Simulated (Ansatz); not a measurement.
System: SnHSCl, charge 0, singlet. SnHSCl (SMILES [Sn]([SH])[Cl]).
B3LYP-D3(BJ)/def2-TZVP minimum from Ansatz (a program for electronic structure):
```xyz
4

Sn     0.0505     0.0807     0.6485
Cl     1.3450     0.9774    -1.1564
S     -1.4517    -1.1859    -0.8116
H     -2.1636    -1.6765     0.2205
```
Charge 0, spin multiplicity 1.

Wanted: atomisation energy (electronic, to ground-state atoms), in kcal/mol. Open shells are spin-unrestricted; no spin-orbit coupling. Cores are frozen in correlated methods (noble-gas shells, and filled d and f shells in the p block). Past Kr the def2 sets carry scalar-relativistic core potentials. CBS(X,Y): correlation extrapolated as X^-3, Hartree-Fock from the larger set. A bracket is a step between two methods taken in the basis named. For partners of very few electrons the exact lower level stands in for a higher one. Spin-orbit terms, left out, reach several kcal/mol for Br and I, and more for heavier atoms.

CCSD(T)/CBS(def2-TZVPP,def2-QZVPP) + [CCSDT(Q) - CCSD(T)]/def2-TZVPP (Ansatz) gives 256.5 kcal/mol.

How far off this value is PBE/def2-TZVPD (Ansatz), in which direction, and how far these levels: r2SCAN/def2-TZVPD, B3LYP/def2-TZVPD, PBE0/def2-TZVPD, wB97M-V/def2-TZVPD, CCSD(T)/CBS(def2-TZVPP,def2-QZVPP)?

PBE gives 261.3 kcal/mol, 4.8 kcal/mol above it. Differences of the others: r2SCAN/def2-TZVPD (Ansatz) 2.0; B3LYP/def2-TZVPD (Ansatz) -6.3; PBE0/def2-TZVPD (Ansatz) -3.3; wB97M-V/def2-TZVPD (Ansatz) -0.1; CCSD(T)/CBS(def2-TZVPP,def2-QZVPP) (Ansatz) -0.3 kcal/mol.
